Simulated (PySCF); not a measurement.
Compound: C₇H₉Cl.
Z-matrix (Å and degrees, PBE0-D3(BJ)/def2-SVP geometry), rows numbered from 1:
```
C 
C   1  1.4881
C   2  1.3461  1  125.33
C   3  1.4437  2  124.25  1   179.98
C   4  1.3529  3  124.38  2   180.00
C   5  1.4424  4  123.79  3   179.97
C   6  1.3431  5  123.22  4   179.99
Cl  7  1.7203  6  123.37  5   179.97
H   1  1.1036  2  111.20  3  -120.92
H   1  1.0999  2  111.80  3     0.03
H   1  1.1036  2  111.21  3   120.99
H   2  1.0980  1  116.67  3   179.99
H   3  1.0977  2  118.95  1    -0.01
H   4  1.0972  3  116.92  2    -0.01
H   5  1.0968  4  118.89  3    -0.01
H   6  1.0953  5  117.97  4    -0.01
H   7  1.0931  6  122.93  5    -0.01
```

Computed, not measured: PySCF 2.14.0, PBE0-D3(BJ)/def2-SVP geometry optimisation, gas phase.

Take the most abundant isotopes and a rigid rotor. The values belong to one conformer with, in the numbering `[CH3:1]/[CH:2]=[CH:3]/[CH:4]=[CH:5]/[CH:6]=[CH:7]/[Cl:8]`, C2–C3–C4–C5 180°, C4–C5–C6–C7 180°.

Task: What are A, B and C (GHz)?

Result: Ia = 27.44, Ib = 1314.71, Ic = 1339.01 u·Å²; 505379 MHz·u·Å²/I gives 18417, 384.4 and 377.4 MHz, that is A = 18.417, B = 0.3844, C = 0.3774 GHz.

Task: What kind of rotor is it?

Result: A near-prolate asymmetric top. Ray's parameter κ = (2B − A − C)/(A − C) = -0.999; −1 is the prolate and +1 the oblate limit.

Task: What does the inertial defect say?

Result: Not planar: Δ = Ic − Ia − Ib = -3.14 u·Å². For a rigid frame Δ = −2 Σ m c², so Σ m c² = 1.57 u·Å² lies off the ab plane, practically all of it from hydrogen. The atom farthest from that plane is 0.88 Å away.

Task: Give the other two planar moments, Paa and Pbb, and the rms extents of the mass along the axes.

Result: Paa = Σ m a² = (Ib + Ic − Ia)/2 = 1313.14 and Pbb = Σ m b² = (Ia + Ic − Ib)/2 = 25.87 u·Å². With the mass M = 128.04 u, the rms extents √(P/M) along a, b and c are 3.20, 0.45, 0.11 Å.

Task: Give the coordinates in the principal-axis frame, origin at the centre of mass.

Result: The sense of each axis is arbitrary; atoms in the order of the calculation.
| atom | mass (u) | a (Å) | b (Å) | c (Å) |
| --- | --- | --- | --- | --- |
| C1 | 12.000 | -5.137 | 0.123 | 0.001 |
| C2 | 12.000 | -3.763 | -0.448 | 0.000 |
| C3 | 12.000 | -2.623 | 0.268 | 0.000 |
| C4 | 12.000 | -1.300 | -0.310 | -0.001 |
| C5 | 12.000 | -0.152 | 0.406 | 0.000 |
| C6 | 12.000 | 1.163 | -0.186 | 0.000 |
| C7 | 12.000 | 2.295 | 0.537 | 0.000 |
| Cl8 | 34.969 | 3.866 | -0.165 | 0.000 |
| H9 | 1.008 | -5.708 | -0.213 | 0.883 |
| H10 | 1.008 | -5.123 | 1.223 | 0.001 |
| H11 | 1.008 | -5.709 | -0.213 | -0.881 |
| H12 | 1.008 | -3.684 | -1.543 | -0.001 |
| H13 | 1.008 | -2.683 | 1.364 | 0.001 |
| H14 | 1.008 | -1.237 | -1.406 | -0.001 |
| H15 | 1.008 | -0.212 | 1.501 | 0.000 |
| H16 | 1.008 | 1.234 | -1.279 | 0.000 |
| H17 | 1.008 | 2.302 | 1.630 | -0.001 |

Task: List the rotational levels J(Ka,Kc) to J = 4 (MHz).

Result: Above 0(0,0):
J = 1: 1(0,1) 762, 1(1,1) 18795, 1(1,0) 18802
J = 2: 2(0,2) 2285, 2(1,2) 20311, 2(1,1) 20332, 2(2,1) 74431, 2(2,0) 74431
J = 3: 3(0,3) 4571, 3(1,3) 22586, 3(1,2) 22628, 3(2,2) 76716, 3(2,1) 76716, 3(3,1) 166898, 3(3,0) 166898
J = 4: 4(0,4) 7618, 4(1,4) 25620, 4(1,3) 25689, 4(2,3) 79764, 4(2,2) 79764, 4(3,2) 169945, 4(3,1) 169945, 4(4,1) 296199, 4(4,0) 296199

Task: Which lines would a microwave search look for?

Result: The dipole components are |μa| = 2.17 D, |μb| = 0.34 D, |μc| = 0.00 D; the mirror of this Cs structure is the ab plane, so μc vanishes by symmetry and there are no c-type lines. Intensities carry the squares of the components, which stand as 1.00 : 0.02 (a : b). Some lines, for components of 0.1 D or more:

```csv
type,branch,"J(Ka,Kc)",MHz,lower level (cm⁻¹)
a,R,"1(0,1) ← 0(0,0)",762,0.000
a,R,"2(0,2) ← 1(0,1)",1524,0.025
a,R,"2(1,1) ← 1(1,0)",1531,0.627
a,R,"3(1,3) ← 2(1,2)",2275,0.678
a,R,"3(0,3) ← 2(0,2)",2285,0.076
a,R,"3(2,1) ← 2(2,0)",2285,2.483
a,R,"3(1,2) ← 2(1,1)",2296,0.678
b,Q,"1(1,0) ← 1(0,1)",18040,0.025
b,Q,"2(1,1) ← 2(0,2)",18047,0.076
b,R,"1(1,1) ← 0(0,0)",18795,0.000
b,R,"2(1,2) ← 1(0,1)",19550,0.025
b,Q,"3(2,1) ← 3(1,2)",54088,0.755
b,Q,"2(2,0) ← 2(1,1)",54098,0.678
b,Q,"2(2,1) ← 2(1,2)",54119,0.678
b,Q,"3(2,2) ← 3(1,3)",54130,0.753
b,R,"2(2,1) ← 1(1,0)",55629,0.627
b,R,"2(2,0) ← 1(1,1)",55636,0.627
b,R,"3(2,2) ← 2(1,1)",56384,0.678
b,R,"3(2,1) ← 2(1,2)",56405,0.678
b,R,"3(3,0) ← 2(2,1)",92467,2.483
```

Not checked by PBE0-D3(BJ)/def2-SVP frequencies. Constants of a rigid frame at the computed geometry: no zero-point averaging, no centrifugal distortion. A rigid rotor knows nothing of internal rotation, which can split or shift real lines. Quadrupole hyperfine structure (35Cl) is left out.
